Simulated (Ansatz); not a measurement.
**As2 (SMILES [As]#[As]): the energy, rung by rung**

As2: 2 atoms, total charge 0, spin state singlet. As SMILES, `[As]#[As]`. The coordinates come from a PBE0-D4/def2-TZVP relaxation.

```xyz
2

As    0.0000    0.0000    0.0025
As    0.0000    0.0000    2.0915
```

Each level gives the energy change with the As1–As2 bond stretched from 2.089 to 3.133 Å (eV). The values are calculated.

```
                      level                    kind  program  value (eV)  CPU time (all runs)
     HF/STO-3G (restricted)            Hartree–Fock   Ansatz        6.85               0.88 s
   BLYP/STO-3G (restricted)                     GGA   Ansatz        6.18                2.5 s
    PBE/STO-3G (restricted)                     GGA   Ansatz        6.49                2.8 s
 revPBE/STO-3G (restricted)                     GGA   Ansatz        6.37                2.7 s
 r2SCAN/STO-3G (restricted)                meta-GGA   Ansatz        6.86                8.7 s
r2SCAN0/STO-3G (restricted)         hybrid meta-GGA   Ansatz        7.61                8.6 s
  HSE06/STO-3G (restricted)  range-separated hybrid   Ansatz        7.29                3.2 s
RPA@PBE/STO-3G (restricted)                     RPA   Ansatz        4.61                4.2 s
```

All-electron rows without a relativistic Hamiltonian named are non-relativistic. The first shape isn't each level's own minimum. The values span 4.61 to 7.61 eV. All rows use very small basis sets, so none should be taken for the real molecule's value. Times are those of the runs behind each value, whatever else they computed, on shared processors of several kinds: orders of magnitude only.
